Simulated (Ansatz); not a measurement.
Basis-set extrapolation for `[SiH3]C([SiH3])SS` (PBE0-D4/def2-TZVP geometry, frozen core, Ansatz 0.2.0). Multiplicity 1, RHF reference.

|  | def2-TZVPP | def2-QZVPP |
| --- | --- | --- |
| HF | -1415.507938 | -1415.550701 |
| MP2 correlation | -0.786614 | -0.848614 |
| CCSD(T) correlation | -0.903483 | not run |

Energies in hartree. Use E(X) = E(∞) + A·exp(−7.88·√X) for Hartree–Fock and E(X) = E(∞) + B·X^(−2.97) for correlation, with X = 3 and 4, and add CCSD(T) minus MP2 of the smaller set to the MP2 limit.

**Question.** What is the CCSD(T) energy at the basis-set limit?

**Answer.** HF limit: -1415.550701 + (-0.042763) × 0.13774 = -1415.55659. MP2 limit: -0.848614 + (-0.062000) × 0.74074 = -0.89454. Higher-order term: -0.903483 − (-0.786614) = -0.11687. Total: -1416.56800 hartree, 98.3 kcal/mol below CCSD(T)/def2-TZVPP.
